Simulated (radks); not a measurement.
Task: All-electron atom: neutral cobalt in [Ar] 3d6.5 4s2 4p0.5 (fractional occupations, a model configuration). Method: Dirac Kohn-Sham, PBE, spin-unpolarised, spherical densities, finite nucleus; open shells fill j = l - 1/2 first; Fermi nuclear charge, rms radius 3.7875 fm; computed with a radial shooting solver on a logarithmic mesh with Libxc functionals. Some entries of the table are withheld. Estimate them.

| orbital | occ. | eigenvalue (Ry) | <r^2> (bohr^2) | <1/r> (bohr^-1) |
|---|---|---|---|---|
| 1s1/2 | 2 | -558.2316 | 0.004247 | 27.03 |
| 2s1/2 | 2 | -66.36206 | 0.07699 | 5.838 |
| 2p1/2 | 2 | -57.60476 | 0.06108 | 5.786 |
| 2p3/2 | 4 | -56.51555 | 0.06268 | 5.675 |
| 3s1/2 | 2 | -7.80637 | 0.6869 | 1.842 |
| 3p1/2 | 2 | -5.19053 | 0.7655 | (1) |
| 3p3/2 | 4 | -5.05312 | 0.7837 | (2) |
| 3d3/2 | 4 | (3) | 1.374 | (4) |
| 3d5/2 | 2.5 | (5) | 1.391 | (6) |
| 4s1/2 | 2 | -0.48921 | 8.812 | 0.4744 |
| 4p1/2 | 0.5 | -0.14822 | 18.87 | 0.3309 |
| 4p3/2 | 0 | -0.14362 | 19.42 | 0.3259 |

Result: 
(1) 3p1/2 <1/r> (bohr^-1): 1.714
(2) 3p3/2 <1/r> (bohr^-1): 1.689
(3) 3d3/2 eigenvalue (Ry): -0.85832
(4) 3d3/2 <1/r> (bohr^-1): 1.324
(5) 3d5/2 eigenvalue (Ry): -0.84344
(6) 3d5/2 <1/r> (bohr^-1): 1.317
